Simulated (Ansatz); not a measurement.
Ligand-field states of [Cu(H2O)4]2+ (CuO₄H₈²⁺) at its r2SCAN-D4/def2-SVP geometry (relaxed as a doublet).

```xyz
13

Cu    0.0086   -0.0118   -0.0034
O     1.3012    1.2445   -0.7643
H     1.0799    1.8910   -1.4602
H     2.2728    1.1753   -0.7169
O     0.8817    0.1594    1.7384
H     1.3025    0.9796    2.0565
H     1.1596   -0.5689    2.3241
O    -1.3746   -1.1432    0.7936
H    -1.6988   -1.0364    1.7072
H    -1.6626   -2.0181    0.4733
O    -0.9030   -0.1299   -1.7299
H    -1.8710   -0.1943   -1.8294
H    -0.4964   -0.3473   -2.5890
```

CASSCF(9,5) on the Cu 3d shell in def2-SVP, averaged with equal weights over 5 doublets, then SC-NEVPT2; Ansatz, no spin–orbit coupling. The space holds no ligand orbitals and no second d shell, so covalent complexes are described poorly.

Estimate the states' energies above the lowest.


| state | CASSCF (cm⁻¹) | NEVPT2 (cm⁻¹) |
| --- | --- | --- |
| doublet 1 | 0 | 0 |
| doublet 2 | 8534 | 10929 |
| doublet 3 | 10952 | 13367 |
| doublet 4 | 10952 | 13358 |
| doublet 5 | 11000 | 13423 |
The lowest NEVPT2 state is a doublet. Run time 4.9 s (4 threads of Intel Xeon 6975P-C on a shared host), peak host memory 0.63 GiB.
